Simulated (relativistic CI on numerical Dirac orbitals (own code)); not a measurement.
# Calculated levels, Ho XXIX

Method of calculation: Dirac-Coulomb-Breit CI, separate exchange-only KLI orbitals for each configuration, a model potential for QED, unscaled Slater integrals (own radial code, finite nucleus).

CI space (outside the closed core [Ar] 3d10): 4s²4p⁶4d³, 4s²4p⁵4d⁴, 4s²4p⁶4d²4f, 4s4p⁶4d⁴, 4s²4p⁵4d³4f, 4s4p⁶4d³4f, 4s²4p⁶4d²5s, 4s²4p⁶4d4f5s, 4s²4p⁶4d²5p, 4s²4p⁶4d²5d, 4s²4p⁵4d³5s, 4s²4p⁶4d²5f, 4s²4p⁶4d5s5p, 4s²4p⁵4d³5p, 4p⁶4d⁴4f, 4s²4p⁶4d²5g, 4s4p⁶4d²4f5s, 4s²4p⁶4d²6s, 4s4p⁶4d³5s, 4s²4p⁶4d²6p, 4s²4p⁶4d²6f, 4s²4p⁶4d²7p, 4s²4p⁶4d4f², 4s²4p⁶4f³, 4s²4p⁵4d4f³, 4s4p⁶4d4f³, 4s²4p⁶4f²5s, 4s²4p⁶4d5s², 4s²4p⁶4f5s², 4s²4p⁵4d4f5s², 4s4p⁶4d4f5s², 4s²4p⁶4d5p², 4s²4p⁶4f5p², 4s²4p⁵4d4f5p², 4s4p⁶4d4f5p², 4s²4p⁶5s5p². Double excitations out of closed p, d and f shells are left out; levels of such configurations are missing from the list, as are those of other unlisted configurations, and high levels can miss mixing partners. These lack a partner that the ground configuration has and come out too high: 4s²4p⁶4d²5p, 4s²4p⁶4d²5d, 4s²4p⁵4d³5s, 4s²4p⁶4d²5f, 4s²4p⁵4d³5p.

The lowest level is 4s²4p⁶4d³ ⁴F3/2, with 60 % of that term; Hund's rules for 4s²4p⁶4d³ give ⁴F with J = 3/2, in agreement.

```tsv
No.	Configuration	Term	J	E (eV)	%	Next component (%)
1	4s²4p⁶4d³	⁴F	3/2	0.000	60	29 ²D
2	4s²4p⁶4d³	⁴F	5/2	7.510	87	10 ²D
3	4s²4p⁶4d³	⁴P	3/2	10.043	42	30 ²P
4	4s²4p⁶4d³	⁴F	7/2	10.584	51	38 ²G
5	4s²4p⁶4d³	²G	9/2	11.253	42	36 ²H
6	4s²4p⁶4d³	⁴P	1/2	11.592	64	35 ²P
7	4s²4p⁶4d³	⁴P	5/2	17.555	67	20 ²D
8	4s²4p⁶4d³	²G	7/2	18.618	49	46 ⁴F
9	4s²4p⁶4d³	⁴F	9/2	19.729	53	45 ²H
10	4s²4p⁶4d³	²D	3/2	21.508	41	40 ⁴P
11	4s²4p⁶4d³	²P	1/2	22.465	64	35 ⁴P
12	4s²4p⁶4d³	²H	11/2	23.166	99	1 4s²4p⁵4d³4f ²H
13	4s²4p⁶4d³	²D	5/2	23.904	65	18 ²F
14	4s²4p⁶4d³	²F	5/2	25.382	49	33 ²D
15	4s²4p⁶4d³	²F	7/2	26.328	86	12 ²G
16	4s²4p⁶4d³	²G	9/2	30.451	55	26 ⁴F
17	4s²4p⁶4d³	²P	3/2	31.235	45	42 ²D
18	4s²4p⁶4d³	²D	3/2	36.666	81	12 ²P
19	4s²4p⁶4d³	²D	5/2	39.683	69	20 ²F
20	4p⁵4d⁴(3P)	⁴P°	3/2	132.429	21	20 ⁶D°
21	4p⁵4d⁴(5D)	⁶D°	5/2	136.835	45	15 ⁴D°
22	4p⁵4d⁴(5D)	⁶D°	7/2	138.894	48	17 ⁶F°
23	4p⁵4d⁴(5D)	⁶D°	1/2	140.076	40	29 ⁴P°
24	4p⁵4d⁴(5D)	⁶D°	9/2	140.178	35	25 ⁴F°
25	4p⁵4d⁴(3P)	²D°	3/2	142.175	25	25 ⁴F°
26	4p⁵4d⁴(3F)	⁴G°	11/2	143.655	38	30 ⁶F°
27	4p⁵4d⁴(1G)	²G°	7/2	144.084	23	22 ²F°
28	4p⁵4d⁴(3F)	⁴D°	3/2	145.196	23	21 ⁶P°
29	4p⁵4d⁴(5D)	⁴F°	5/2	145.745	36	13 ²D°
30	4p⁵4d⁴(3F)	⁴D°	5/2	147.150	31	24 ⁶P°
31	4p⁵4d⁴(3H)	⁴H°	9/2	147.634	24	16 ⁴G°
32	4p⁵4d⁴(3F)	⁴F°	7/2	148.693	28	19 ⁴D°
33	4p⁵4d⁴(5D)	⁴F°	9/2	149.202	30	19 ²G°
34	4p⁵4d⁴(3G)	⁴F°	3/2	149.307	22	16 ⁶D°
35	4p⁵4d⁴(5D)	⁴F°	7/2	149.360	30	16 ²F°
36	4p⁵4d⁴(3F)	⁴D°	1/2	149.729	46	20 ²P°
37	4p⁵4d⁴(3H)	⁴G°	5/2	149.817	42	14 ²F°
38	4p⁵4d⁴(3H)	⁴H°	11/2	150.394	31	25 ⁶F°
39	4p⁵4d⁴(3D)	⁴D°	7/2	151.784	37	15 ⁴H°
40	4p⁵4d⁴(3D)	⁴D°	5/2	152.341	34	23 ⁴F°
41	4p⁵4d⁴(3D)	⁴P°	3/2	152.487	31	26 ⁴D°
42	4p⁵4d⁴(3G)	⁴H°	13/2	152.503	51	43 ⁴I°
43	4p⁵4d⁴(3H)	⁴H°	9/2	153.017	25	20 ⁴G°
44	4p⁵4d⁴(3F)	⁴G°	11/2	153.229	33	20 ⁶F°
45	4p⁵4d⁴(3F)	⁴F°	5/2	153.282	24	19 ²D°
46	4p⁵4d⁴(3H)	⁴G°	7/2	153.458	33	23 ²G°
47	4p⁵4d⁴(3F)	⁴D°	1/2	154.119	29	20 ²P°
48	4p⁵4d⁴(3D)	⁴P°	5/2	154.204	26	20 ⁴D°
49	4p⁵4d⁴(3H)	⁴I°	15/2	154.363	64	35 ²K°
50	4p⁵4d⁴(1G)	²G°	9/2	154.467	32	27 ²H°
51	4p⁵4d⁴(3G)	⁴F°	3/2	155.070	26	23 ²D°
52	4p⁵4d⁴(3P)	⁴D°	7/2	155.443	32	13 ²F°
53	4p⁵4d⁴(1G)	²H°	11/2	156.292	44	19 ⁴H°
54	4p⁵4d⁴(3G)	⁴G°	9/2	156.560	28	24 ⁴F°
55	4p⁵4d⁴(1G)	²F°	5/2	156.796	42	24 ⁴G°
56	4p⁵4d⁴(3H)	⁴G°	7/2	158.038	28	19 ²F°
57	4p⁵4d⁴(3H)	²I°	13/2	158.047	48	38 ⁴H°
58	4p⁵4d⁴(3F)	⁴F°	9/2	158.160	33	17 ⁴G°
59	4p⁵4d⁴(5D)	⁴F°	3/2	158.320	31	19 ⁴D°
60	4p⁵4d⁴(3F)	⁴G°	11/2	159.879	46	20 ²I°
61	4p⁵4d⁴(3F)	⁴D°	3/2	160.187	25	24 ²D°
62	4p⁵4d⁴(3F)	⁴D°	1/2	160.610	42	27 ²P°
63	4p⁵4d⁴(3P)	⁴D°	7/2	161.405	30	15 ²F°
64	4p⁵4d⁴(3P)	⁴P°	5/2	161.432	24	18 ²F°
65	4p⁵4d⁴(3P)	²D°	3/2	161.457	35	21 ⁴F°
66	4p⁵4d⁴(3H)	⁴H°	11/2	161.868	25	23 ⁴G°
67	4p⁵4d⁴(3F)	⁴G°	9/2	161.954	31	27 ²H°
68	4p⁵4d⁴(3F)	⁴F°	5/2	162.878	19	16 ²D°
69	4p⁵4d⁴(3D)	²D°	3/2	162.913	30	17 ²P°
70	4p⁵4d⁴(3G)	²G°	9/2	162.957	27	14 ⁴F°
```

Energies count from the lowest computed level; ° marks odd parity. Percentages are summed over parent terms; the parents shown are those of the largest component, closed shells are left out there.

The mean weight of the leading LS term, summed over parents, in these 70 levels is 41 %, and that of the leading jj configuration (from the same eigenvectors) 74 %, so jj coupling describes them better and the LS labels are nominal.

At this charge energies of transitions that change n are usually good to better than 1 %, and those within a shell (Δn = 0) to a few per cent. Terms inside the open d or f shell come out 10 to 20 % too wide with unscaled integrals.

LS names give the leading component of a level, which can be under half, so a name can repeat, a term be missing and a line seem to break the LS rules.
